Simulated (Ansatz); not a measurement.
Basis sets compared for GeICl3. Charge 0, multiplicity 1. Geometry PBE0-D4/def2-SVP. Ansatz on 2 threads of AMD EPYC 7R13 on a shared host; times are rough, and most runs start from earlier orbitals.

```xyz
5

Ge    0.009    0.012    0.045
I    -0.479   -0.591   -2.312
Cl   -1.800    0.170    1.166
Cl    1.029    1.884    0.143
Cl    1.240   -1.474    0.958
```

In the def2 sets I takes a core potential, while STO-3G treats all electrons; there is no spin–orbit coupling.

STO-3G and 6-31G are all-electron sets without relativity, so their totals don't compare with the def2 sets.

Binding counts from free atoms (Ge triplet, I doublet, Cl doublet) in the same basis, without a counterpoise term.

```csv
level,functions,energy (Eh),HOMO (eV),LUMO (eV),binding per atom (eV),wall time
HF/STO-3G,72,-10266.4112,-9.15,4.18,–,1.5 s
PBE-D4/def2-SVP,112,-3753.8973,-7.11,-3.46,2.77,1.8 s
PBE0-D4/def2-SVP,112,-3754.0904,-8.37,-2.66,2.70,3.4 s
```

(1) Estimate the rows for HF/def2-TZVP, PBE-D4/def2-TZVP, PBE0-D4/def2-TZVP (with forces).

Answers

(1) 
| level | functions | energy (Eh) | HOMO (eV) | LUMO (eV) | binding per atom (eV) | wall time |
| --- | --- | --- | --- | --- | --- | --- |
| HF/def2-TZVP | 209 | -3750.7470 | -11.04 | 0.87 | 1.83 | 10 s |
| PBE-D4/def2-TZVP | 209 | -3754.6531 | -7.24 | -3.62 | 2.78 | 3.4 s |
| PBE0-D4/def2-TZVP (with forces) | 209 | -3754.8409 | -8.44 | -2.77 | 2.72 | 12 s |
